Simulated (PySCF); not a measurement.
Converging LiI in the basis (MP2)

PySCF, RHF reference; singlet, unpaired electrons none; De to Li + I without counterpoise correction. Frozen cores follow the default of each basis and core potential.

```
                     basis                           relativity  functions  Re (Å)  ωe (cm⁻¹)  De (eV)  frozen orbitals
                  def2-SVP  scalar-relativistic core potentials         35   2.412        492     3.50                4
        cc-pVDZ/cc-pVDZ-PP  scalar-relativistic core potentials         37   2.440        492     3.58                4
                 def2-SVPD  scalar-relativistic core potentials         47   2.435        475     3.67                4
aug-cc-pVDZ/aug-cc-pVDZ-PP  scalar-relativistic core potentials         55   2.427        470     3.70                4
                def2-TZVPP  scalar-relativistic core potentials         69   2.403        496     3.76                4
```

Question: How does each smaller set differ from the one with most functions, def2-TZVPP?

Answer: def2-SVP: +0.9 pm, -0.8 % in ωe, -0.26 eV in De; cc-pVDZ/cc-pVDZ-PP: +3.7 pm, -0.8 % in ωe, -0.18 eV in De; def2-SVPD: +3.2 pm, -4.2 % in ωe, -0.09 eV in De; aug-cc-pVDZ/aug-cc-pVDZ-PP: +2.4 pm, -5.2 % in ωe, -0.06 eV in De. All at MP2; the set with most functions is neither the basis-set limit nor always the best.

Measured (Huber and Herzberg, Constants of Diatomic Molecules (1979)): Re = 2.391924 Å, ωe = 498.16 cm⁻¹. Correlated steps freeze 4 core orbitals. Correlated levels converge slowly with the basis: in double zeta they bind strong bonds too weakly, by up to about 1 eV, and carry superposition errors of some tenths. Spin–orbit coupling is left out, which matters for elements this heavy, above all for dissociation energies. Where the molecule has an RHF reference, its open-shell atoms are computed with UHF.
